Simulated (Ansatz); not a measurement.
`BC=O` + `[CH3][AlH][CH2]F` → `B[CH2][AlH][CH3]` + `O=CF` at 700 K and 1 bar (formal exchange of groups at a B–C bond).

Computed with Ansatz on PBE0-D4/def2-TZVP structures; ΔE is electronic, products minus reactants. CCSD(T)/CBS is the MP2 limit (def2-TZVPP, def2-QZVPP) plus CCSD(T) − MP2 in def2-TZVPP, frozen cores. This one scheme is used for every species. One conformer a species, not always the lowest.

```json
{"species": "`BC=O`", "CCSD(T)/CBS energy (Eh)": "-139.76288", "H − E (kJ/mol)": "143.8", "S (J/(mol·K))": "330.2"}
{"species": "`[CH3][AlH][CH2]F`", "CCSD(T)/CBS energy (Eh)": "-421.50169", "H − E (kJ/mol)": "259.2", "S (J/(mol·K))": "455.2"}
{"species": "`B[CH2][AlH][CH3]`", "CCSD(T)/CBS energy (Eh)": "-347.72427", "H − E (kJ/mol)": "318.7", "S (J/(mol·K))": "487.9"}
{"species": "`O=CF`", "CCSD(T)/CBS energy (Eh)": "-213.60827", "H − E (kJ/mol)": "85.8", "S (J/(mol·K))": "288.4"}
```

H − E and S are ideal-gas, rigid-rotor, harmonic terms from PBE0-D4/def2-TZVP, for one conformer and one mirror image of each species. 1 Eh = 2625.50 kJ/mol, R = 8.31446 J/(mol·K).

Q: By hand: ΔE, ΔH, ΔS and ΔG.

A: ΔE = (-347.72427) + (-213.60827) − (-139.76288) − (-421.50169) = -0.06797 Eh = -178.5 kJ/mol. Δ(H − E) = 318.7 + 85.8 − 143.8 − 259.2 = 1.5, so ΔH = -177.0 kJ/mol. ΔS = 487.9 + 288.4 − 330.2 − 455.2 = -9.1 J/(mol·K). ΔG = -177.0 − 700 × (-9.1)/1000 = -170.6 kJ/mol.

Q: By hand: the equilibrium constant, and the temperature at which ΔG would vanish if ΔH and ΔS stayed fixed.

A: log₁₀ K = −ΔG/(RT ln 10) = 12.7. ΔG = 0 at ΔH/ΔS = 19451 K, far beyond where these terms or the molecules hold.

The number of gas molecules stays the same, so ΔS is small and ΔH decides. A doubt of 5 kJ/mol in ΔE shifts log₁₀ K by 0.4 here. Other conformers and mirror images would add mixing entropy, several J/(mol·K) or more a flexible species. Modes under 60 cm⁻¹, often nearly free rotors, make the harmonic entropy too high. These are equilibria of isolated gas molecules and say nothing of rates. Largest T1 diagnostic: 0.021 (customary marks: 0.02 for closed shells, 0.045 for open ones).
